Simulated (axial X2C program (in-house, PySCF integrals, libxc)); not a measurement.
## Photoelectron levels of AuS⁻ by EOM-IP-CCSD

Calculated with an axial X2C code built on PySCF integrals: two-component X2C with atomic mean-field Coulomb and Gaunt terms, Gaussian nuclei, basis Au dyall-acv3z, S dyall-av3z with contracted cores.

R = 2.196 Å (near the PBE0 minimum at charge -1 of the determinant lowest at the starting distance; the state shown can have its own minimum elsewhere).

Hartree–Fock spinors of AuS⁻ (one of each Kramers pair; a window near the gap, which can cut inner shells):

```csv
ω,occupied,ε (eV),character
3/2,yes,-7.64,"93% Au d, 5% S p"
1/2,yes,-7.55,"76% Au d, 17% S p, 4% S s"
5/2,yes,-7.02,99% Au d
1/2,yes,-3.88,"51% S p, 35% Au s, 9% Au d"
1/2,yes,-2.79,"74% S p, 10% Au p, 9% Au d"
3/2,yes,-2.71,"76% S p, 10% Au d, 9% Au p"
1/2,no,2.14,"93% Au p, 6% Au s"
1/2,no,2.32,100% Au p
3/2,no,2.32,100% Au p
1/2,no,3.29,"79% Au s, 16% Au p, 3% S p"
1/2,no,4.43,"53% Au p, 19% Au s, 14% S p"
1/2,no,5.13,"76% Au p, 20% Au d, 2% S d"
```

Vertical detachment energies of AuS⁻ to the states of AuS:

| Ω of AuS | vertical detachment energy (eV) | above lowest (cm⁻¹) | ionised spinor | one-hole weight |
| --- | --- | --- | --- | --- |
| 3/2 | 2.263 | 0 | 75% S pπ, 11% Au dπ, 9% Au pπ | 0.93 |
| 1/2 | 2.408 | 1168 | 75% S pπ, 10% Au pπ, 9% Au dπ | 0.93 |
| 1/2 | 4.240 | 15945 | 45% S pσ, 37% Au sσ, 13% Au dσ | 0.95 |
| 5/2 | 5.733 | 27981 | 99% Au dδ | 0.93 |

**Question.** How far does the lowest EOM-IP-CCSD energy lie from the Koopmans value −ε of the highest filled spinor?

**Answer.** 2.263 eV against 2.71 eV, a shift of -0.45 eV: relaxation of the final state lowers the energy and the loss of correlation raises it.

**Question.** Take the first Ω = 1/2 and Ω = 3/2 rows of π character: how far apart are they, and which lies lower?

**Answer.** E(3/2) − E(1/2) = 0 − 1168 = -1168 cm⁻¹ at EOM-IP-CCSD: inverted, Ω = 3/2 lower. Splittings at this level can be off by ten to twenty per cent.

This point took 26 s on 1 thread of Intel(R) Xeon(R) 6975P-C (Granite Rapids), on a shared host.

Reference electrons by ω block (each with its −ω partner): 1/2: 28, 3/2: 14, 5/2: 5, 7/2: 1. 18 electrons of AuS⁻ correlated (inner shells frozen), 84 natural virtual spinors (a truncated set); levels can be off by some tenths of an eV. Roots sought by Ω: (1/2: 4, 3/2: 3, 5/2: 1); rows need 60 % one-particle weight and stop where some Ω has no more roots. Missing are any skipped roots, higher Ω and states of a further excitation; these come out far too high here and may in truth be low or lowest. T1 of the reference 0.025 (Lee–Taylor). Number of frozen shells: Au 5 s, 4 p, 2 d, 1 f; S 2 s, 1 p.
